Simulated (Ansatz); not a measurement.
This geometry of CH7GeNSi (11 atoms, charge 0, multiplicity 1) is a first-order saddle point.

Level of theory: RKS PBE/def2-SVP (Ansatz 0.2.0).

```xyz
11
Properties=species:S:1:pos:R:3
C -1.327 1.381 -0.467
Ge -0.571 -0.427 -0.212
N 0.702 -0.546 1.188
Si 1.679 -1.015 -0.173
H -2.427 1.322 -0.579
H -1.080 1.995 0.422
H -0.897 1.866 -1.364
H -1.693 -1.507 -0.113
H 0.718 -0.577 2.209
H 2.809 -0.106 -0.590
H 2.151 -2.445 -0.300
```

(1) Which two structures does it join? (They come from a converged band through this point; their orientation in space is the band's.)

(2) How far does it lie above each of them?

## Answers

(1) No bond is made or broken. The dihedral H7–C1–Ge2–Si4 goes from -6 to 114°. The two ends are copies of one structure, up to a mirror image or an exchange of like atoms.

Image 0:

```xyz
11
Properties=species:S:1:pos:R:3
C -1.376 1.388 -0.200
Ge -0.616 -0.415 0.034
N 1.027 -0.443 0.973
Si 1.523 -1.118 -0.553
H -2.203 1.360 -0.936
H -1.774 1.756 0.767
H -0.592 2.081 -0.559
H -1.680 -1.406 0.603
H 1.366 -0.356 1.933
H 2.484 -0.326 -1.407
H 1.906 -2.577 -0.635
```

Image 10:

```xyz
11
Properties=species:S:1:pos:R:3
C -1.299 1.374 -0.533
Ge -0.546 -0.426 -0.266
N 0.612 -0.565 1.225
Si 1.702 -0.992 -0.063
H -2.063 1.577 0.244
H -0.497 2.132 -0.462
H -1.779 1.442 -1.529
H -1.667 -1.513 -0.293
H 0.554 -0.610 2.244
H 2.852 -0.062 -0.366
H 2.196 -2.414 -0.181
```

(2) 0.029 eV above the first and 0.029 eV above the second. This is the barrier of this one path; another mechanism may lie lower.

Run time: 50 s on 2 threads of Intel(R) Xeon(R) Platinum 8488C (Sapphire Rapids) (shared host), peak memory 0.18 GiB.
